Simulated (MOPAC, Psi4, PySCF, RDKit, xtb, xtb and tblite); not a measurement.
Two geometries of SMILES CC(C[SiH2][SeH])C, relaxed at GFN2-xTB with one dihedral held; other torsions can differ between them too.

Structure A

```
18

C     -1.1979    -0.2440    -1.6253
C     -0.9553    -0.6457    -0.1746
C     -1.7092    -1.9315     0.1551
C      0.5402    -0.8180     0.0994
Si     1.5615     0.7819    -0.0028
Se     0.1816     2.5132     0.6056
H     -0.7204     0.7092    -1.8460
H     -0.7946    -0.9970    -2.3001
H     -2.2631    -0.1421    -1.8197
H     -1.3404     0.1530     0.4767
H     -1.5691    -2.2059     1.1987
H     -1.3503    -2.7497    -0.4670
H     -2.7746    -1.8057    -0.0244
H      0.9517    -1.5500    -0.5971
H      0.6648    -1.2391     1.0997
H      2.0432     1.0727    -1.3550
H      2.6840     0.7713     0.9359
H      1.2183     3.4954     0.6864
```

Structure B

```
18

C     -1.2226    -0.3067    -1.6642
C     -0.9654    -0.6392    -0.1981
C     -1.7197    -1.9062     0.1972
C      0.5345    -0.8055     0.0601
Si     1.5522     0.8029     0.0369
Se     0.1113     2.5861     0.1758
H     -0.7082     0.6098    -1.9486
H     -0.8670    -1.1128    -2.3036
H     -2.2863    -0.1681    -1.8434
H     -1.3421     0.1896     0.4192
H     -1.5809    -2.1268     1.2536
H     -1.3608    -2.7553    -0.3820
H     -2.7848    -1.7889     0.0102
H      0.9476    -1.5039    -0.6688
H      0.6692    -1.2700     1.0397
H      2.3018     0.9754    -1.2096
H      2.4580     0.8925     1.1833
H      1.1361     3.5836     0.2104
```

Question: Which is lower in energy at the level B3LYP-D3(BJ)/def2-SVP // GFN2-xTB run with Psi4 1.11, and by how much?

Answer: A is lower, by 4.13 kJ/mol (dihedral C2–C4–Si5–Se6: 30° in A, 15° in B).

E(B) − E(A) in kJ/mol at the other levels, on the same two geometries: GFN2-xTB (xtb and tblite) 2.41; B3LYP/def2-SVP // GFN2-xTB (Psi4) 4.12; PBE/def2-SVP // GFN2-xTB (Psi4) 4.01; PBE-D3(BJ)/def2-SVP // GFN2-xTB (Psi4) 4.03; UFF // GFN2-xTB (RDKit) 3.72; PM3, restricted, heats of formation // GFN2-xTB (MOPAC) 0.58; PM7, restricted, heats of formation // GFN2-xTB (MOPAC) 0.50; GFN1-xTB // GFN2-xTB (xtb) 3.33; restricted B3LYP/6-31G*, spherical d, density fitting // GFN2-xTB (PySCF) 4.03; restricted MP2 (frozen core)/6-31G*, spherical d // GFN2-xTB (PySCF) 4.53; restricted B3LYP/LANL2DZ, with its core potentials past Ne // GFN2-xTB (PySCF) 3.84; restricted Hartree-Fock/LANL2DZ, with its core potentials past Ne // GFN2-xTB (PySCF) 4.46.
